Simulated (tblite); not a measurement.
C5H13GeNSe.
SMILES with atom numbers: `[CH2:1]=[CH:2][Se:3][GeH2:4][C@H:5]([CH3:6])[CH2:7][NH2:8]` (hydrogens: H9, H10 on C1; H11 on C2; H12, H13 on Ge4; H14 on C5; H15, H16, H17 on C6; H18, H19 on C7; H20, H21 on N8)

Computed with GFN2-xTB (tblite), gas phase: L-BFGS steps from a force-field or distance-geometry start until the largest atomic force falls under 0.01 eV/Å.

Step 65: E = -689.1028 eV
```
atom  x, y, z in Å  |  force x, y, z in eV/Å
C1      3.1035    1.0730    0.2692   -0.016  -0.009   0.018
C2      2.9346    0.0841   -0.5869   -0.021  -0.010   0.022
Se3     1.7526    0.1960   -2.1044   -0.016   0.015  -0.017
Ge4    -0.0527   -1.0055   -1.1808    0.009   0.044   0.012
C5     -0.7929   -0.3495    0.5835   -0.005  -0.001  -0.025
C6     -1.4560   -1.4604    1.3793    0.027   0.000   0.006
C7     -1.7549    0.7715    0.2166    0.003  -0.009  -0.043
N8     -1.2075    1.4439   -0.9512    0.031   0.009  -0.024
H9      2.5588    1.9992    0.1810    0.033   0.008  -0.022
H10     3.7950    0.9971    1.0936   -0.006  -0.012   0.009
H11     3.4825   -0.8456   -0.5120   -0.025  -0.007   0.009
H12    -1.0771   -1.1433   -2.2799   -0.008   0.006   0.029
H13     0.4620   -2.4319   -0.9480    0.014  -0.021   0.002
H14     0.0378    0.0582    1.1695   -0.023   0.013  -0.024
H15    -2.2502   -1.9324    0.8027    0.011   0.047   0.000
H16    -1.8850   -1.0704    2.3028    0.007   0.011  -0.018
H17    -0.7278   -2.2261    1.6387    0.025  -0.011  -0.006
H18    -2.7106    0.3319   -0.0772   -0.028  -0.016   0.011
H19    -1.9318    1.4507    1.0639   -0.022  -0.020   0.041
H20    -1.8832    2.0690   -1.3801    0.013  -0.029   0.031
H21    -0.4060    2.0075   -0.6812   -0.001  -0.007  -0.012
```

Step 66: E = -689.1036 eV
```
atom  x, y, z in Å  |  force x, y, z in eV/Å
C1      3.1066    1.0726    0.2709   -0.017  -0.013   0.020
C2      2.9317    0.0814   -0.5814   -0.026  -0.003   0.028
Se3     1.7517    0.1978   -2.1002    0.011   0.032  -0.031
Ge4    -0.0532   -1.0029   -1.1845    0.011  -0.002   0.031
C5     -0.7909   -0.3496    0.5813   -0.033   0.007  -0.008
C6     -1.4527   -1.4597    1.3797    0.022  -0.008   0.003
C7     -1.7558    0.7707    0.2180    0.012   0.010  -0.061
N8     -1.2144    1.4420   -0.9535    0.039   0.001  -0.039
H9      2.5684    2.0020    0.1777    0.033   0.012  -0.023
H10     3.7957    0.9953    1.0972   -0.005  -0.013   0.007
H11     3.4715   -0.8524   -0.5008   -0.024  -0.010   0.004
H12    -1.0743   -1.1374   -2.2855   -0.019   0.002   0.022
H13     0.4646   -2.4318   -0.9556   -0.002   0.007   0.001
H14     0.0412    0.0573    1.1661   -0.030   0.019  -0.031
H15    -2.2484   -1.9324    0.8057    0.012   0.046  -0.004
H16    -1.8804   -1.0697    2.3038    0.013   0.017  -0.020
H17    -0.7240   -2.2249    1.6380    0.030  -0.018  -0.004
H18    -2.7140    0.3331   -0.0709   -0.018  -0.030   0.017
H19    -1.9281    1.4528    1.0634   -0.021  -0.024   0.060
H20    -1.8918    2.0657   -1.3814    0.005  -0.030   0.033
H21    -0.4124    2.0069   -0.6886    0.007  -0.003  -0.006
```

Problem. Estimate the geometry and energy of step 67. (The exact step hangs on the optimiser's Hessian estimate; all steps are aligned on step 66, rigid shifts and turns removed.)

Solution. E = -689.1048 eV, largest force 0.080 eV/Å
```
atom  x, y, z in Å  |  force x, y, z in eV/Å
C1      3.1111    1.0718    0.2740   -0.018  -0.017   0.018
C2      2.9265    0.0773   -0.5724   -0.030   0.006   0.031
Se3     1.7509    0.2010   -2.0947    0.045   0.053  -0.039
Ge4    -0.0537   -0.9996   -1.1895    0.014  -0.060   0.047
C5     -0.7880   -0.3495    0.5780   -0.060   0.012   0.014
C6     -1.4472   -1.4586    1.3800    0.015  -0.013  -0.005
C7     -1.7564    0.7699    0.2191    0.017   0.024  -0.062
N8     -1.2241    1.4394   -0.9577    0.048  -0.006  -0.041
H9      2.5833    2.0062    0.1734    0.033   0.017  -0.025
H10     3.7973    0.9934    1.1028   -0.005  -0.020   0.005
H11     3.4539   -0.8629   -0.4844   -0.024  -0.008   0.001
H12    -1.0713   -1.1298   -2.2923   -0.033  -0.003   0.011
H13     0.4677   -2.4318   -0.9673   -0.022   0.042   0.003
H14     0.0461    0.0566    1.1610   -0.036   0.029  -0.038
H15    -2.2453   -1.9308    0.8091    0.015   0.038  -0.008
H16    -1.8733   -1.0681    2.3047    0.022   0.022  -0.018
H17    -0.7178   -2.2235    1.6368    0.028  -0.021  -0.003
H18    -2.7183    0.3348   -0.0618   -0.004  -0.049   0.016
H19    -1.9239    1.4537    1.0642   -0.009  -0.022   0.064
H20    -1.9052    2.0605   -1.3823   -0.007  -0.022   0.026
H21    -0.4212    2.0068   -0.7013    0.011  -0.003   0.005
```

The energy changes by -0.0011 eV. The first-order estimate −F·Δx gives -0.0015 eV and the mean of the old and new forces, exact on a quadratic surface, -0.0012 eV. The step makes an angle of 80° with the force vector and moves no atom by more than 0.026 Å.

What follows is the cost of the whole relaxation. On an Intel Xeon at 2.50 GHz with one thread, shared host with 64 logical CPUs at a one-minute load of 58, this took 8.5 s.
